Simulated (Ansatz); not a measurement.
```yaml
crystal:
  periodic: [false, false, false]
  atoms:
    - {symbol: F, position_ang: [-0.778791, 0.206153, -1.758984]}
    - {symbol: C, position_ang: [-0.211625, 0.664548, -0.575123]}
    - {symbol: Si, position_ang: [0.805854, -0.721751, 0.232940]}
    - {symbol: S, position_ang: [-1.435856, 1.334081, 0.545792]}
    - {symbol: H, position_ang: [0.423352, 1.520452, -0.827570]}
    - {symbol: H, position_ang: [1.601397, -0.135729, 1.339147]}
    - {symbol: H, position_ang: [1.706536, -1.343319, -0.770871]}
    - {symbol: H, position_ang: [-0.144544, -1.733392, 0.761591]}
    - {symbol: H, position_ang: [-1.877823, 0.162657, 1.036077]}
basis:
  gaussian: {orbitals: def2-TZVP}
hamiltonian: {xc: {name: HF}, dispersion: d4}
accuracy: high
scf: {lower_state_search: full}
output: {forces: true}
```

```sh
$ ansatz run in.yaml --threads 2 --pin off --events-out ev --progress --plain --max-ram 4352MiB
```

It prints (some lines left out):

```
Functional definition: HF
3043 factors; integrals over basis functions are off by at most 3.9e-9 eV
mean field evaluation 1: about -22494.4100 eV, gradient 2.6e1 eV
mean field evaluation 2: about -22494.6117 eV, gradient 2.6e1 eV
mean field evaluation 4: about -22496.7250 eV, gradient 3.9e0 eV
mean field evaluation 8: about -22496.7863 eV, gradient 2.1e-1 eV
mean field evaluation 16: about -22496.7867 eV, gradient 1.5e-8 eV
mean field -22496.78665422 eV, -826.7416606728 hartree, gradient 3.5e-8 eV, S^2 0.000000; 0 other end points of the search recorded, 0 dependent functions left out
reference -22496.78665422 eV, -826.7416606728 hartree; 25, 25 occupied and 141, 141 virtual orbitals, 3043 factors
Total energy: -22497.47009727 eV, -826.7667767418 hartree
Atom 0 at    -0.778791     0.206153    -1.758984 Å, force     0.266808     0.264464     0.692143 eV/Å
Atom 1 at    -0.211625     0.664548    -0.575123 Å, force     0.129311     0.197336    -0.562598 eV/Å
Atom 2 at     0.805854    -0.721751     0.232940 Å, force     0.106191    -0.225202     0.027330 eV/Å
Atom 3 at    -1.435856     1.334081     0.545792 Å, force    -0.195348    -0.512814     0.078594 eV/Å
Atom 4 at     0.423352     1.520452    -0.827570 Å, force    -0.255861    -0.381973     0.007636 eV/Å
Atom 5 at     1.601397    -0.135729     1.339147 Å, force    -0.138351    -0.068158    -0.178894 eV/Å
Atom 6 at     1.706536    -1.343319    -0.770871 Å, force    -0.149679     0.116904     0.148955 eV/Å
Atom 7 at    -0.144544    -1.733392     0.761591 Å, force     0.163537     0.156712    -0.082825 eV/Å
Atom 8 at    -1.877823     0.162657     1.036077 Å, force     0.073393     0.452731    -0.130342 eV/Å
Dipole moment:     0.258332    -0.081793     0.243889 e Å
```

It took 11 s on 2 threads of an Arm Neoverse V1 on a shared host, with 0.74 GiB of host memory at the peak.
